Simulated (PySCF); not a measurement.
Spinor energies of Pr(20+) (praseodymium, charge +20)

Start: [Kr] 4d3; 4d3/2 filled at m_j = -1/2, +1/2, +3/2. Calculated with PySCF 2.14 in an uncontracted even-tempered set (18 s from 1.3 bohr⁻², ratio 2.8; 14 p from 1.7 bohr⁻², ratio 2.8; 9 d from 1.7 bohr⁻², ratio 2.8; 4 f from 6.5 bohr⁻², ratio 3): generalised Hartree-Fock with the X2C-1e Hamiltonian and a Gaussian nucleus; spin-orbit coupling (SO) screened by Boettger's factors.

| spinor shell | electrons | ε, screened SO (eV) | weight of nominal j (screened SO) | rms radius, screened SO (bohr) |
| --- | --- | --- | --- | --- |
| 1s1/2 | 2 | -42731.8 | 1.000 | 0.0275 |
| 2s1/2 | 2 | -7440.2 | 1.000 | 0.111 |
| 2p1/2 | 2 | -7049.2 | 1.000 | 0.0958 |
| 2p3/2 | 4 | -6561.0 | 1.000 | 0.102 |
| 3s1/2 | 2 | -2057.4 | 1.000 | 0.290 |
| 3p1/2 | 2 | -1891.3 | 1.000 | 0.280 |
| 3p3/2 | 4 | -1790.5 | 1.000 | 0.292 |
| 3d3/2 | 4 | -1505.2 | 0.996 | 0.263 |
| 3d5/2 | 6 | -1480.8 | 0.997 | 0.267 |
| 4s1/2 | 2 | -791.43 | 1.000 | 0.622 |
| 4p1/2 | 2 | -726.45 | 0.968 | 0.634 |
| 4p3/2 | 4 | -692.02 | 0.984 | 0.656 |
| 4d3/2 | 3 | -591.51 | 0.900 | 0.672 |

| quantity | screened SO |
| --- | --- |
| E (hartree) | -9072.51853 |
| M_J | 3/2 |
| ⟨J²⟩ | 4.529 |
| ⟨L²⟩ | 10.238 |
| ⟨S²⟩ | 2.918 |

The determinant has a definite M_J but mixes levels of different J.

Each row is a mean over spinors that exchange with the open shell spreads, by up to 8.963 eV (4s1/2).

Breit and QED terms are absent; they matter most for the inner s and p1/2 levels.

Densities and radii are taken from the X2C orbitals without a picture-change correction, which distorts them close to the nucleus.
